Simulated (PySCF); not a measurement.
C4H6ClIn. Atoms are numbered in the order given.

```xyz
12

In    -0.0808     0.1446     0.0000
Cl     1.8804    -1.2405     0.0000
C      0.3842     2.2403     0.0000
C     -0.5542     3.2070     0.0000
H      1.4526     2.5213     0.0000
H     -0.2848     4.2800     0.0000
H     -1.6374     2.9923     0.0000
C     -1.8034    -1.1371     0.0000
C     -1.6283    -2.4728     0.0000
H     -2.8242    -0.7151     0.0000
H     -2.4838    -3.1739     0.0000
H     -0.6208    -2.9258     0.0000
```

Coordinates come from a PBE-D3(BJ)/def2-SVP optimisation. The def2 effective core potentials stand for the cores of In; spin–orbit coupling is left out. The values are those of a single conformer.

These are PBE-D3(BJ)/def2-SVP (PySCF) values and carry that method's errors.

Frequencies are harmonic and unscaled.

| mode | ν (cm⁻¹) | IR (km/mol) | moving atoms (share of kinetic energy) |
|---|---|---|---|
| 1 | 43 | 0.3 | C 47 %, H 22 %, In 21 %, Cl 10 % |
| 2 | 58 | 0.7 | C 59 %, H 19 %, In 17 % |
| 3 | 79 | 0.0 | C 56 %, H 39 % |
| 4 | 92 | 5.7 | Cl 50 %, C 30 %, In 11 %, H 9 % |
| 5 | 138 | 1.8 | C 39 %, H 39 %, In 16 % |
| 6 | 233 | 2.5 | C 74 %, H 20 % |
| 7 | 282 | 12.1 | C 62 %, H 19 %, In 15 % |
| 8 | 335 | 46.5 | Cl 75 %, In 23 % |
| 9 | 418 | 1.4 | H 75 %, C 25 % |
| 10 | 460 | 49.0 | H 67 %, C 31 % |
| 11 | 467 | 9.8 | C 75 %, H 22 % |
| 12 | 520 | 51.3 | C 64 %, H 21 %, In 15 % |
| 13 | 942 | 27.5 | H 72 %, C 28 % |
| 14 | 949 | 4.7 | H 89 %, C 11 % |
| 15 | 956 | 9.7 | H 88 %, C 12 % |
| 16 | 957 | 15.8 | H 72 %, C 28 % |
| 17 | 1000 | 13.7 | H 94 % |
| 18 | 1005 | 18.2 | H 94 % |
| 19 | 1191 | 44.3 | H 72 %, C 28 % |
| 20 | 1200 | 4.6 | H 73 %, C 27 % |
| 21 | 1359 | 10.2 | H 85 %, C 15 % |
| 22 | 1367 | 7.2 | H 84 %, C 16 % |
| 23 | 1594 | 2.2 | C 85 %, H 15 % |
| 24 | 1602 | 6.2 | C 85 %, H 15 % |
| 25 | 3031 | 20.8 | H 95 % |
| 26 | 3034 | 21.1 | H 95 % |
| 27 | 3082 | 10.6 | H 91 %, C 9 % |
| 28 | 3085 | 4.4 | H 91 %, C 9 % |
| 29 | 3123 | 7.1 | H 90 %, C 10 % |
| 30 | 3128 | 2.8 | H 89 %, C 11 % |
